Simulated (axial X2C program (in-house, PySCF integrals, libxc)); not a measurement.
# Bond lengths and stretching modes, held linear, of NCuN⁺

Calculated with an axial X2C code built on PySCF integrals: two-component X2C with atomic mean-field Coulomb and Gaunt terms, Gaussian nuclei, basis N dyall-av3z, Cu dyall-v3z with contracted cores. Spin-free rows use the one-electron spin-free X2C Hamiltonian.

Masses N 14.003, Cu 62.930, N 14.003 u. States: 2c Ω = 3 (beyond evenly filled blocks: 2 × ω = 3/2); spin-free M_S = 3, Λ = 0 (beyond evenly filled blocks: 2 × σα, 2 × π+α, 2 × π-α).

PBE0, 2c: energies above the lowest point

```json
{"r(N–Cu) (Å)": "1.8310", "r(Cu–N) (Å)": "1.8310", "E (meV)": "24.72"}
{"r(N–Cu) (Å)": "1.8310", "r(Cu–N) (Å)": "1.8780", "E (meV)": "9.88"}
{"r(N–Cu) (Å)": "1.8310", "r(Cu–N) (Å)": "1.9249", "E (meV)": "11.76"}
{"r(N–Cu) (Å)": "1.8780", "r(Cu–N) (Å)": "1.8310", "E (meV)": "9.88"}
{"r(N–Cu) (Å)": "1.8780", "r(Cu–N) (Å)": "1.8780", "E (meV)": "0.00"}
{"r(N–Cu) (Å)": "1.8780", "r(Cu–N) (Å)": "1.9249", "E (meV)": "6.30"}
{"r(N–Cu) (Å)": "1.8780", "r(Cu–N) (Å)": "1.9719", "E (meV)": "24.25"}
{"r(N–Cu) (Å)": "1.9249", "r(Cu–N) (Å)": "1.8310", "E (meV)": "11.76"}
{"r(N–Cu) (Å)": "1.9249", "r(Cu–N) (Å)": "1.8780", "E (meV)": "6.30"}
{"r(N–Cu) (Å)": "1.9249", "r(Cu–N) (Å)": "1.9249", "E (meV)": "16.57"}
{"r(N–Cu) (Å)": "1.9719", "r(Cu–N) (Å)": "1.8780", "E (meV)": "24.25"}
{"r(N–Cu) (Å)": "1.9719", "r(Cu–N) (Å)": "1.9719", "E (meV)": "62.79"}
```

Task: Fit a quadratic surface with cubic terms in each bond: where is the minimum, and what are the two stretching wavenumbers?

Result: At PBE0, 2c: bonds 1.881 and 1.881 Å; harmonic stretches 385.0 and 415.6 cm⁻¹; force constants 1.14, 1.14 and coupling 0.29 mdyn/Å.

The other levels and Hamiltonians give:

```csv
Hamiltonian,level,r(N–Cu) (Å),r(Cu–N) (Å),lower stretch (cm⁻¹),upper stretch (cm⁻¹)
2c,B3LYP,1.890,1.890,383.5,418.4
spin-free,PBE0,1.881,1.881,385.6,415.9
spin-free,B3LYP,1.889,1.889,384.1,418.6
```

Each state is one determinant, the lowest of a limited PBE0 search; the stretches come from a fit to these few points and carry an uncertainty of a few per cent. Other orders of the atoms were not compared. Left out for rough or failed fits: HF 2c, MP2 2c, HF spin-free, MP2 spin-free. The molecule was held linear; bending was not examined, so a bent shape may lie lower. Open-shell Ω = 0 determinants with evenly filled partner blocks cannot be reached by this program, so the Ω shown need not be the lowest component. Note: several unpaired electrons, one determinant need not be a pure state.
